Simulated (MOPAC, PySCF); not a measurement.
C4H10S, SMILES `CC(C)(C)S` (C–C–S–H torsion 180°), neutral singlet in the gas phase. 

Cartesian coordinates (Å):
SMILES: CC(C)(C)S
```xyz
15

C      1.4294     0.3313    -0.5030
C     -0.0328    -0.0117    -0.2115
C     -0.1264    -1.3116     0.5861
C     -0.7090     1.1334     0.5410
S     -0.8238    -0.2309    -1.8761
H      1.9646     0.4762     0.4381
H      1.5116     1.2501    -1.0853
H      1.9217    -0.4715    -1.0535
H      0.3761    -1.1944     1.5508
H      0.3436    -2.1351     0.0492
H     -1.1659    -1.5808     0.7800
H     -0.6562     2.0611    -0.0281
H     -0.2156     1.2890     1.5050
H     -1.7597     0.9117     0.7341
H     -2.0576    -0.5165    -1.4269
```
Charge 0, multiplicity 1.

All levels are single points at this geometry (B3LYP-D3(BJ)/def2-TZVP); Pople sets use spherical d functions. Orbital energies aren't observables, and empty levels follow the basis.

```csv
level,HOMO (eV),LUMO (eV),gap (eV),dipole (D),"vertical IE, Delta-SCF (eV)"
B3LYP-D3(BJ)/def2-TZVP in PySCF,-6.46,0.14,6.60,1.66,–
PBE-D3(BJ)/def2-TZVP in PySCF,-5.45,-0.51,4.94,1.65,–
B3LYP/3-21G in PySCF,-6.30,1.12,7.42,2.09,–
HF/3-21G in PySCF,-9.62,5.07,14.69,2.24,–
HF/6-31G* in PySCF,-9.54,4.67,14.21,1.92,7.97
HF/STO-3G in PySCF,-6.89,11.61,18.50,1.05,–
AM1 in MOPAC,-8.92,0.81,9.73,2.08,–
PM6 in MOPAC,-8.91,0.64,9.55,2.26,–
PM7 in MOPAC,-8.83,-0.20,8.63,2.31,–
```
